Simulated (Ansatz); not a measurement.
Gas-phase electronic energies from Ansatz, PBE0-D4/def2-TZVP geometries. CBS: MP2 limit from def2 TZ/QZ plus the TZ coupled-cluster correction, frozen cores. This one scheme is used for every species, atoms too. Functionals use def2-TZVPP. B3LYP here is the variant with VWN-RPA as its local correlation; programs differ in this. HSE06 is defined as in plane-wave codes. Open shells (•) are unrestricted, without spin–orbit coupling. Spin–orbit coupling would lower the free atoms: a little for C, O; clearly for Ga. For Ga outer-core shells are correlated without core-valence functions, so the limit isn't a true one: a few kJ/mol of doubt a bond, and 10 to 20 or more in all where bonds break to atoms. Scalar relativity is left out up to krypton. One conformer a species, not always the lowest.

Reaction (atomization): `[CH3][Ga]([CH3])[O][Ga]([CH3])[CH3]` → 4 C• + 2 Ga• + 12 H• + O•

```csv
level,ΔE (kJ/mol),difference from CCSD(T)/CBS
LDA (SPW92),7794.0,864.0
PBE-D4,6972.7,42.7
revPBE-D4,6815.2,-114.8
BLYP-D4,6827.4,-102.6
B97M-V,6898.8,-31.2
PBE0-D4,6896.6,-33.4
B3LYP-D4,6870.1,-59.9
r2SCANh-D4,6895.7,-34.3
r2SCAN0-D4,6851.0,-79.0
HSE06-D4,6900.4,-29.6
BHLYP-D4,6727.7,-202.3
CAM-B3LYP-D4,6916.8,-13.2
ωB97X-V,6912.0,-18.0
ωB97M-V,6894.4,-35.6
PBE-QIDH,6892.4,-37.6
PBE,6930.1,0.1
revPBE,6702.4,-227.6
BLYP,6738.2,-191.8
r2SCAN,6916.0,-14.0
PBE0,6859.7,-70.3
B3LYP,6802.0,-128.0
r2SCANh,6883.4,-46.6
r2SCAN0,6837.5,-92.5
HSE06,6865.5,-64.5
BHLYP,6670.4,-259.6
CAM-B3LYP,6878.6,-51.4
LC-ωPBE,6897.2,-32.8
HF/def2-SVP,5210.0,-1720.0
CCSD/def2-SVP,6539.2,-390.8
CCSD(T)/def2-SVP,6598.4,-331.6
HF/def2-TZVPP,5149.8,-1780.2
MP2/def2-TZVPP,6879.9,-50.1
SCS-MP2/def2-TZVPP,6842.1,-87.9
CCSD/def2-TZVPP,6707.9,-222.1
CCSD(T)/def2-TZVPP,6796.6,-133.4
HF/def2-QZVPP,5154.4,-1775.6
MP2/def2-QZVPP,6958.0,28.0
SCS-MP2/def2-QZVPP,6933.3,3.3
HF/CBS(def2),5155.3,-1774.7
MP2/CBS(def2),7013.3,83.3
CCSD(T)/CBS,6930.0,0
```

Largest T1 diagnostic among the species: 0.013.

The D4 term adds +68.1 kJ/mol with B3LYP and +36.9 kJ/mol with PBE0; it sums over pairs of atoms, weighted by their polarisabilities, and B3LYP, whose exchange is more repulsive, gets the larger term. From PBE to PBE0 (25 % exact exchange), in def2-TZVPP and without D4, ΔE moves by −70.4 kJ/mol: exact exchange takes away binding that semilocal exchange gives to molecules.

For atomizations the MP2-based limit and the directly extrapolated one differ by several kJ/mol either way, and by 10 to 25 for some Ge, Se and Sn compounds, so smaller differences from it don't rank the levels.
